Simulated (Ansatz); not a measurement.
Compare A (`C[C@@H]1CC[C@@H](C)C1`) with its isomer B (`CC1(C)CCCC1`).

Program: Ansatz. Geometries: PBE0-D4/def2-TZVP. ΔE: electronic, gas phase. CCSD(T)/CBS adds triple-zeta CCSD(T) − MP2 to the extrapolated MP2 energy (def2 sets, frozen cores). DFT in def2-TZVPP.

(1) Which isomer does CCSD(T)/CBS put lower? Give the gap. (Estimate.)

(2) Give E(B) − E(A) in kJ/mol with CCSD(T)/def2-TZVPP, PBE0-D4, CCSD(T)/def2-SVP, HF/def2-TZVPP, MP2/def2-TZVPP, BLYP-D4, PBE-D4. (Estimate.)

Largest T1 diagnostic: 0.009.

## Answers

(1) Computed: B, by 3.5 kJ/mol.

(2) Computed: CCSD(T)/def2-TZVPP -3.9, PBE0-D4 -0.5, CCSD(T)/def2-SVP -3.7, HF/def2-TZVPP 6.3, MP2/def2-TZVPP -6.2, BLYP-D4 -0.9, PBE-D4 -0.2. The order is the other way round with HF/def2-TZVPP.

In def2-TZVPP, CCSD(T) changes the Hartree–Fock value by −10.2 kJ/mol (the triples alone add −1.5 kJ/mol) and MP2 by −12.5 kJ/mol. The D4 term adds −5.3 kJ/mol with B3LYP and −2.8 kJ/mol with PBE0; it sums over pairs of atoms, weighted by their polarisabilities, and B3LYP, whose exchange is more repulsive, gets the larger term.

B3LYP here is the variant with VWN-RPA as its local correlation; programs differ in this.
